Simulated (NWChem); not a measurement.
C$_{2}$H$_{7}$NOSi; SMILES N[Si@H]1CCO1

```xyz
12

N     -0.0629     1.9934    -0.3788
Si    -0.0730     0.4988     0.4649
C     -1.0994    -0.9450    -0.2026
C      0.2736    -1.6675    -0.2576
O      1.1756    -0.6079     0.1798
H      0.1918     2.8540     0.0884
H      0.0819     2.0517    -1.3792
H     -0.2187     0.8916     1.8925
H     -1.8289    -1.4030     0.4711
H     -1.5650    -0.8021    -1.1821
H      0.3422    -2.5180     0.4301
H      0.5623    -2.0017    -1.2610
```
Atoms are numbered in this order, from 1.

Results from NWChem. Pople sets run with spherical d functions. STO-3G and 3-21G are far too small for this property and stand as cheap habits. Coordinates come from a B3LYP/6-31G* (spherical d) optimisation. B3LYP is NWChem's, with the RPA form of VWN correlation. Field at 589 nm.

```json
[
 {"level": "B3LYP/STO-3G", "isotropic polarisability (bohr³)": "27.6", "anisotropy (bohr³)": "18.2", "relative time": "1"},
 {"level": "B3LYP/6-31G*", "isotropic polarisability (bohr³)": "49.4", "anisotropy (bohr³)": "16.7", "relative time": "6"},
 {"level": "B3LYP/def2-SVP", "isotropic polarisability (bohr³)": "51.1", "anisotropy (bohr³)": "17.4", "relative time": "7"}
]
```

The last column is a rough cost ratio, cheapest run = 1.
